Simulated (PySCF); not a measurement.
**How methods differ on the ionisation energy of Tc(40+)**

Tc(40+) [He] 2s1 (2S) → Tc(41+) 1s2 (1S), as a difference of total energies. All numbers are calculated (PySCF 2.14, the spin-free X2C one-electron Hamiltonian (Gaussian nucleus), in an even-tempered Gaussian basis (19 s from 16 bohr⁻², ratio 2.2; 8 p from 25 bohr⁻², ratio 2.4; 5 d from 75 bohr⁻², ratio 2.4; 5 f from 110 bohr⁻², ratio 2.4; 4 g from 170 bohr⁻², ratio 2.4)). Correlated levels: nothing frozen; virtual orbitals above 40 to 60 times the deepest correlated orbital energy dropped. The calculations carry no spin-orbit coupling.

```json
{"method": "UHF", "ionisation energy (eV)": "6012.3"}
{"method": "LDA", "ionisation energy (eV)": "6006.7"}
{"method": "PBE", "ionisation energy (eV)": "6016.1"}
{"method": "PBE0", "ionisation energy (eV)": "6015.2"}
{"method": "r2SCAN", "ionisation energy (eV)": "6010.0"}
{"method": "B3LYP", "ionisation energy (eV)": "6015.3"}
{"method": "revPBE", "ionisation energy (eV)": "6016.2"}
{"method": "MP2 (all electrons)", "ionisation energy (eV)": "6012.5"}
{"method": "SCS-MP2 (all electrons)", "ionisation energy (eV)": "6012.5"}
```

For this ion Breit and QED terms and the two-electron picture change, all absent here, outweigh the differences among the correlated methods.

For comparison: 6008.4 eV (theoretical estimate listed by NIST; NIST Atomic Spectra Database, ionization energies).
